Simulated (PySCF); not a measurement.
# Radial density of S (sulfur, neutral)

B3LYP, [Ne] 3s2 3p3 3d1, high-spin 5D determinant (an excited configuration). Computed with PySCF 2.14 in aug-cc-pV(Q+d)Z (7s6p5d3f2g, 89 functions), with no relativity, point nucleus.

```tsv
r (bohr)	4πr²ρ (e/bohr)	4πr²(ρα − ρβ)
0.00150	0.07215	0.0000
0.00253	0.1976	0.0000
0.00425	0.5290	0.0000
0.00715	1.365	0.0000
0.0120	3.303	0.0001
0.0202	7.197	0.0006
0.0340	13.15	0.0033
0.0572	18.03	0.0174
0.0962	16.22	0.0764
0.162	11.94	0.2338
0.272	16.24	0.3688
0.458	14.83	0.1111
0.770	4.398	0.2659
1.30	3.273	1.6948
2.18	2.076	1.3903
3.67	0.4373	0.3930
6.17	0.1010	0.1008
10.4	9.475e-05	0.0001
```

The outer electron is Rydberg-like, and this basis confines it to a smaller radius and binds it less than a complete one would. At B3LYP the highest occupied level has a positive energy, so only the finite basis holds that electron; for this excited configuration the basis is too tight for the outer shell.
